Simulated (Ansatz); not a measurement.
Reaction (ligand exchange at a Ga–O bond): `[OH][Ga]([Br])[Br]` + `O[SiH3]` → `[SiH3][O][Ga]([Br])[Br]` + H₂O

Computed with Ansatz on PBE0-D4/def2-TZVP structures; ΔE is electronic, products minus reactants. CBS: MP2 limit from def2 TZ/QZ plus the TZ coupled-cluster correction, frozen cores. This one scheme is used for every species. Functionals use def2-TZVPP. B3LYP here is the variant with VWN-RPA as its local correlation; programs differ in this. For Br, Ga outer-core shells are correlated without core-valence functions, which leaves a few kJ/mol of doubt a bond. Scalar relativity is left out up to krypton. Each species was taken in one conformer, which may not be the lowest.

(1) Is it downhill or uphill in electronic energy at CCSD(T)/CBS, and by how much? (An estimate is asked.)

(2) What do these levels give: CAM-B3LYP-D4, PBE-QIDH, PBE, B3LYP, HF/def2-TZVPP, CCSD/def2-TZVPP? (Estimate.)

Largest T1 diagnostic among the species: 0.011.

Results:

(1) Ansatz gave: Downhill: ΔE = -0.18 eV.

(2) Ansatz gave: CAM-B3LYP-D4 -0.13, PBE-QIDH -0.14, PBE -0.03, B3LYP -0.07, HF/def2-TZVPP -0.16, CCSD/def2-TZVPP -0.17 eV.

From BLYP to BHLYP (50 % exact exchange), in def2-TZVPP and without D4, ΔE moves by −0.09 eV. Leaving LDA and LC-ωPBE aside and taking each functional with its dispersion term where it has one, the values, not all of them listed here, spread over 0.12 eV, from BHLYP-D4 to PBE-D4.
